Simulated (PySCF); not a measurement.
H₅W, SMILES [WH5+] (connectivity only; charge and spin as stated), charge +1, multiplicity 1.

Geometry optimised at B3LYP-D3(BJ)/def2-TZVPD. The spin state was assumed, not searched. The def2 effective core potentials stand for the cores of W; spin–orbit coupling is left out.

Two levels are set side by side: PBE/def2-TZVPD (PySCF) and PBE0/def2-TZVPD (PySCF). Same geometry, gas phase. Differences are taken from unrounded values.

```json
[
 {"quantity": "orbital gap (eV)", "PBE0": "4.54"},
 {"quantity": "highest occupied level (eV)", "PBE0": "-15.28"},
 {"quantity": "lowest empty level (eV)", "PBE0": "-10.74"},
 {"quantity": "mean polarisability (bohr³)", "PBE0": "40.5"}
]
```

Problem. What does PBE give, and how far is it from PBE0? (Estimate from the structure and the level; the computed values follow.)

Solution. 
```csv
quantity,PBE,PBE minus PBE0
orbital gap (eV),1.96,-2.59
highest occupied level (eV),-13.98,1.30
lowest empty level (eV),-12.02,-1.28
mean polarisability (bohr³),40.7,0.2
```

PBE's occupied levels lie high since its potential decays too fast outside the molecule; exact exchange lowers them and widens the gap. Differences between two approximate levels are no errors against the true value.

Rough cost on one machine, each run with all the roots and properties that it gave: PBE0 against PBE within a factor of 2.
